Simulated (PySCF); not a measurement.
Identify the unknown among the candidates.

All candidates are C7H12O3.

* 1H NMR: chemical shifts (computed TMS as zero) by class: 5.64 (1 H), 4.29 (1 H), 4.05 (1 H), 3.70 (1 H), 2.58 (1 H), 2.38 (1 H), 1.50 (3 H), 1.21 (3 H) ppm [GIAO PBE0/pcSseg-1]
* Rotational structure: rotational constants A, B, C: 2.836, 0.775, 0.703 GHz [GFN2-xTB]
* 13C NMR: chemical shifts (computed TMS as zero) by class: 219.8 (1 C), 109.3 (1 C), 79.3 (1 C), 72.4 (1 C), 47.7 (1 C), 26.3 (1 C), 25.5 (1 C) ppm [GIAO PBE0/pcSseg-1]
* NMR, other nuclei: isotropic shieldings of nuclei other than C and H, by class: -314 (1 O), 208 (1 O), 244 (1 O) ppm [GIAO PBE0/pcSseg-1]
* Dipole: 2.71 D [PBE0/pcSseg-1]

Gas-phase values; electronic properties from PySCF, density fitting. Levels stand in brackets. Geometry: GFN2-xTB, one conformer, isolated molecule. NMR values are class means; diastereotopic atoms form classes of their own.

Question: Which candidate is it?
A. `C[C@H](O)C(=O)OC1CCC1`
B. `CC(C)O[C@H]1CC(=O)CO1`
C. `COC[C@@H]1COCCC1=O`

Answer: B. It is `CC(C)O[C@H]1CC(=O)CO1`. Numbering: `[CH3:1][CH:2]([CH3:3])[O:4][C@H:5]1[CH2:6][C:7](=[O:8])[CH2:9][O:10]1`. Its formula, C7H12O3, gives 2 degrees of unsaturation: 1 ring and 1 π bond in the structure found. 7 carbons fall into 7 classes; from least to most shielded: ketone carbonyl carbon [C7] (219.8 ppm), sp3 carbon bearing two oxygens [C5] (109.3 ppm), chain sp3 carbon bound to oxygen [C2] (79.3 ppm), ring sp3 carbon bound to oxygen [C9] (72.4 ppm), sp3 carbon next to a carbonyl [C6] (47.7 ppm), methyl carbon [C3] (26.3 ppm), methyl carbon [C1] (25.5 ppm). Hydrogen classes from least to most shielded: 1 H on an sp3 carbon bearing two oxygens, C5 (5.64 ppm), 1 H on an sp3 carbon bound to oxygen, C9 (4.29 ppm), 1 H on an sp3 carbon bound to oxygen, C9 (4.05 ppm), 1 H on an sp3 carbon bound to oxygen, C2 (3.70 ppm), 1 H on an sp3 carbon next to a carbonyl, C6 (2.58 ppm), 1 H on an sp3 carbon next to a carbonyl, C6 (2.38 ppm), 3 H on a methyl carbon, C1 (1.50 ppm, a mean of values up to 1.6 ppm apart in this geometry), 3 H on a methyl carbon, C3 (1.21 ppm, a mean of values up to 0.5 ppm apart in this geometry). The other shieldings belong to: -314 ppm, ketone oxygen [O8]; 208 ppm, ether oxygen [O4]; 244 ppm, cyclic ether oxygen [O10]. The optimised geometry has point group C1 and is an asymmetric top.

The others, at the same levels:
- `COC[C@@H]1COCCC1=O` fails: its computed 13C shifts are 212.8 (1 C), 78.3 (1 C), 74.1 (1 C), 73.7 (1 C), 61.7 (1 C), 56.1 (1 C), 48.2 (1 C) ppm, 1H shifts are 4.83 (1 H), 4.51 (1 H), 3.81 (1 H), 3.64 (1 H), 3.50 (3 H), 3.22 (1 H), 3.15 (1 H), 2.81 (1 H), 2.65 (1 H), 2.03 (1 H) ppm and rotational constant A is 2.448 GHz (against 2.836 GHz).
- `C[C@H](O)C(=O)OC1CCC1` fails: its computed 13C shifts are 184.0 (1 C), 70.7 (1 C), 67.3 (1 C), 31.4 (1 C), 31.1 (1 C), 25.1 (1 C), 12.7 (1 C) ppm, 1H shifts are 6.10 (1 H), 4.28 (1 H), 2.72 (1 H), 2.50 (1 H), 2.46 (1 H), 2.35 (1 H), 2.33 (1 H), 1.89 (1 H), 1.73 (1 H), 1.32 (3 H) ppm and rotational constant A is 3.280 GHz (against 2.836 GHz).

Each candidate is one conformer, not necessarily the lowest. The conformers computed, where there is a choice (atom-mapped SMILES and torsion angles):
- `[CH3:1][C@H:2]([OH:3])[C:4](=[O:5])[O:6][CH:7]1[CH2:8][CH2:9][CH2:10]1`: C1–C2–C4–O5 108°, C2–C4–O6–C7 178°, C4–O6–C7–C8 128°, H–O3–C2–C1 -101°

The conformers of `CC(C)O[C@H]1CC(=O)CO1` and `COC[C@@H]1COCCC1=O` aren't listed.
